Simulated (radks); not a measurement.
Species: In3+. Configuration: [Kr] 4d10. All-electron calculation, scalar-relativistic Kohn-Sham, BLYP, spin-unpolarised, spherical densities, point nucleus. Program: a radial shooting solver on a logarithmic mesh with Libxc functionals.

X-ray form factor f0, the Fourier transform of the density (f0(0) = 46):

sin(theta)/lambda (1/angstrom)  f0 (electrons)
0.05                                    45.532
0.1                                     44.193
0.15                                    42.161
0.2                                     39.670
0.25                                    36.965
0.3                                     34.250
0.4                                     29.320
0.5                                     25.422
0.6                                     22.528
0.8                                     18.716
1                                       16.032
1.25                                    13.081
1.5                                     10.501
2                                        7.101
